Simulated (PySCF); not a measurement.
## Checking a proposed structure

A compound C₆H₁₀O₂Si gives the data below (simulated from a calculation) and was assigned the structure `CC1=C(C)[SiH2]OC(=O)C1`.

¹³C{¹H} NMR (computed): δ 167.9 (CH), 151.8 (C), 126.8 (CH2), 73.1 (C), 21.8 (CH3), 9.4 (CH2).

¹H NMR (400 MHz, computed): δ 7.96 (s, 1H), 5.52 (m, 1H), 5.43 (m, 1H), 4.45 (m, 1H), 3.15 (m, 1H), 2.17 (s, 3H), 0.86 (m, 1H), 0.66 (m, 1H).

[PySCF: σ from GIAO-PBE0/pcSseg-1; GFN2-xTB geometry; one computed conformer; gas phase; equivalent nuclei averaged; non-relativistic]

Chemical shifts δ = σref − σ; ¹H (σ = 31.72 ppm) and ¹³C (σ = 186.93 ppm) vs TMS, all at this level.

**Question.** Compare with the shifts computed for the proposed structure, pairing carbons in order of shift.

**Answer.** Atoms are numbered as in `[CH3:1][C:2]1=[C:3]([CH3:4])[SiH2:5][O:6][C:7](=[O:8])[CH2:9]1`. Hydrogens are named by the atom that carries them.

```tsv
atom	computed for proposal	given list	difference
C7	170.0	167.9	+2.1
C2	157.9	151.8	+6.1
C3	128.0	126.8	+1.2
C9	46.1	73.1	-27.0
C1	24.2	21.8	+2.4
C4	16.0	9.4	+6.6
```

The rms difference is 11.7 ppm and the largest -27.0 ppm at C9 (sp3 CH2 α to a carbonyl). The carbon types in order of shift don't match either: C, C, C, CH2, CH3, CH3 for the proposal against CH, C, CH2, C, CH3, CH2 in the data. The proposal doesn't fit.

**Question.** Which isomer fits?

**Answer.** `InChI=1S/C6H10O2Si/c1-5(2)6(3-9-6)8-4-7/h4H,1,3,9H2,2H3/t6-/m1/s1`.

1. Carbon types of the structure: 2 × C, 1 × CH, 2 × CH2, 1 × CH3, leaving 2 H on heteroatoms.
2. δC 167.9: ester carbonyl carbon; it is a carbonyl in resonance with an O or N lone pair, the region of acids, esters and amides.
3. δC 151.8: fully substituted alkene carbon; an sp2 carbon of a C=C bond.
4. δC 126.8: terminal =CH2 carbon; as expected for a trigonal carbon in a double bond.
5. δC 73.1, 9.4: three-membered-ring carbon.

The data come from this structure; uniqueness wasn't tested.

Shifts are as computed. Against solution values, carbons near 30 ppm lie about +3 ppm off and those near 130 ppm about +5 ppm. Of 1309 compounds with measured shifts, 239 miss one by over three times the rms of a fit or turn the order of signals round; such compounds aren't used in these exercises. Multiplicities follow the n + 1 count of equivalent neighbours, as no J values were calculated; m marks all less simple cases, F and P coupling included.
